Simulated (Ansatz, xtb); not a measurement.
# C6H3ClN2: 7 structures ranked

7 gas-phase structures of C6H3ClN2, from a drawn sample of its isomers (lower ones may exist). Each was relaxed with GFN2-xTB:

A. `C#Cc1nccc(Cl)n1`, a singlet
B. `C#Cc1ccnc(Cl)n1`, a singlet
C. `C#Cc1cncnc1Cl`, a singlet
D. `C#Cc1cc(Cl)ncn1`, a singlet
E. `C#Cc1ncncc1Cl`, a singlet
F. `C#Cc1ncc(Cl)cn1`, a singlet
G. `C#Cc1cnc(Cl)nc1`, a singlet

Problem. Make a reasoned guess at their ranking by r2SCAN-D4/def2-SVP single-point energy.

Solution. Calculated order at r2SCAN-D4/def2-SVP: C (0.0), G (0.1), D (1.1), B (1.6), A (2.0), E (4.8), F (5.5) kcal/mol. Less than 1 kcal/mol parts C and G; G and D; D and B; B and A; E and F, so the order within those pairs means little.

Energies above the lowest of each column, in kcal/mol; the last columns are at PBE-D3(BJ)/def2-SVP geometries and were run for some of them only (a dash: not run or not comparable):

| structure | GFN2-xTB | HF/STO-3G | r2SCAN-D4/def2-SVP | PBE-D3(BJ)/def2-SVP | CCSD(T)/def2-SVP + ΔMP2/def2-TZVPP |
| --- | --- | --- | --- | --- | --- |
| C | 0.0 | 0.0 | 0.0 | 0.0 | 0.0 |
| G | 0.1 | 0.1 | 0.1 | 0.1 | 0.6 |
| D | 0.6 | 0.0 | 1.1 | 1.2 | 0.4 |
| B | 0.8 | 0.7 | 1.6 | 1.8 | 1.5 |
| A | 1.4 | 0.5 | 2.0 | 2.3 | 1.8 |
| E | 2.8 | 2.4 | 4.8 | 4.7 | 3.6 |
| F | 3.7 | 2.3 | 5.5 | – | – |

Every level run on C puts it lowest or level with the lowest. CCSD(T)/def2-SVP + ΔMP2/def2-TZVPP orders those it was run on as C (0.0), D (0.4), G (0.6), B (1.5), A (1.8), E (3.6) kcal/mol. Less than 1 kcal/mol parts C and D; D and G; G and B; B and A, so the order within those pairs means little. Frequencies (GFN2-xTB) were run for A, B, C, D, E, G alone. ΔMP2 is the change of the MP2 energy from the smaller to the larger basis.

Over these structures GFN2-xTB departs from r2SCAN-D4/def2-SVP by 0.6 kcal/mol on average once a common shift is removed. A GFN2-xTB relaxation took about 0.1 s and the r2SCAN-D4/def2-SVP energy about 4.5 s on a shared host (Ansatz 0.2.0, xtb 6.7.1).
